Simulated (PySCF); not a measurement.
**Correlation energy of C (carbon, neutral)**

[He] 2s1 2p2 3s1, high-spin 5P determinant (an excited configuration). All numbers are calculated (PySCF 2.14, scalar relativity by spin-free X2C-1e, in dyall-acv3z (15s9p4d2f, 76 functions)). Frozen: nothing; 6 electrons correlated; the 5 highest virtual orbitals of each spin left out.

MP2 pair energies summed by pair of shells (mhartree):

| pair | energy | share (%) |
| --- | --- | --- |
| 1s-1s | -38.27 | 61.1 |
| 2p-2p | -7.03 | 11.2 |
| 2s-2p | -5.17 | 8.2 |
| 1s-2p | -5.10 | 8.1 |
| 1s-2s | -3.04 | 4.9 |
| 2p-3s | -3.00 | 4.8 |
| 2s-3s | -0.82 | 1.3 |
| 1s-3s | -0.21 | 0.3 |

Total MP2 correlation energy: -62.63 mhartree.

Same-spin part -18.91 and opposite-spin part -43.71 mhartree; SCS-MP2 scales them by 1/3 and 6/5 to -58.76 mhartree.
